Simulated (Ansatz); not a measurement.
Basis-set extrapolation for C₂H₉AlSi (`C[SiH2][CH2][AlH2]`) (PBE0-D4/def2-TZVP geometry, frozen core, the Gaussian-basis code of Ansatz). Multiplicity 1, RHF reference.

|  | def2-TZVPP | def2-QZVPP |
| --- | --- | --- |
| HF | -611.879426 | -611.899663 |
| MP2 correlation | -0.569401 | -0.606799 |
| CCSD(T) correlation | -0.651825 | not run |

Energies in hartree. Use E(X) = E(∞) + A·exp(−7.88·√X) for Hartree–Fock and E(X) = E(∞) + B·X^(−2.97) for correlation, with X = 3 and 4, and add CCSD(T) minus MP2 of the smaller set to the MP2 limit.

**Question.** What is the CCSD(T) energy at the basis-set limit?

**Answer.** HF limit: -611.899663 + (-0.020237) × 0.13774 = -611.90245. MP2 limit: -0.606799 + (-0.037398) × 0.74074 = -0.63450. Higher-order term: -0.651825 − (-0.569401) = -0.08242. Total: -612.61937 hartree, 55.3 kcal/mol below CCSD(T)/def2-TZVPP.
